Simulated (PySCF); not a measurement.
Input of a run (PBE0-D3(BJ)/def2-SVP geometry optimisation, gas phase (PySCF 2.14.0)), started from GFN2-xTB:
```
{"job": {"xc": "PBE0", "basis": "def2-SVP", "d3": "d3bj", "grid": 1, "shake": 0.03, "kind": "geom"}, "charge": 0, "multiplicity": 1}
C     -0.563230     1.361230     0.425750
C     -0.218350     0.207680     0.090470
C     -1.133440    -0.988670     0.275180
Si     1.616020    -0.098200    -0.627520
H     -0.015970     2.289600     0.237730
H     -1.616930     1.635050     0.822150
H     -0.588070    -1.656240     1.031510
H     -2.018060    -0.686810     0.639340
H     -1.180500    -1.522520    -0.571630
H      2.204730     1.154010    -0.812300
H      1.341120    -0.842890    -1.855340
H      2.290550    -0.936360     0.343600
```

Output (energies in Eh, forces in Eh/bohr):
```
step   0  E = -408.11060870  max force = 0.138781
step   1  E = -408.15052442  max force = 0.012853
step   2  E = -408.15135141  max force = 0.011354
step   3  E = -408.15228570  max force = 0.001976
step   4  E = -408.15232672  max force = 0.001348
step   5  E = -408.15235982  max force = 0.000751
step   6  E = -408.15237826  max force = 0.000322
step   7  E = -408.15240346  max force = 0.000523
step   8  E = -408.15241760  max force = 0.000460
step   9  E = -408.15242222  max force = 0.000240
optimisation converged
```

Problem. Summarise the run.

Solution. The energy falls by 1.138 eV over 10 energy and gradient evaluations, the largest force component goes from 0.1388 to 2.4e-04 Eh/bohr, and the atoms move by 0.086 Å rms after alignment. The bond that changes most is C2–Si4 (fully substituted alkene carbon to SiH3 silicon), which shortens by 0.113 Å. Bonds longer at the end by more than 0.005 Å: 6 of 11; shorter: 4. Among the angles that change most is C2–Si4–H11, from 102.0° to 110.5°. The energy never rose by more than 1e-6 Eh on the way. The first step brought 95 % of the lowering.

Problem. What are the final bond lengths?

Solution. C1=C2 1.341 Å, C2–C3 1.502 Å, C2–Si4 1.880 Å, C1–H5 1.094 Å, C1–H6 1.097 Å, C3–H7 1.103 Å, C3–H8 1.101 Å, C3–H9 1.103 Å, Si4–H10 1.494 Å, Si4–H11 1.497 Å, Si4–H12 1.497 Å. Numbering counts from 1 in the input's order; the species is `C=C(C)[SiH3]`.

The run used 100 basis functions and 61 SCF cycles in all. Time: 28 s; peak memory 0.39 GiB. Hardware: one thread, Arm Neoverse V1 (aarch64), no GPU, shared host.

Not checked by PBE0-D3(BJ)/def2-SVP frequencies.
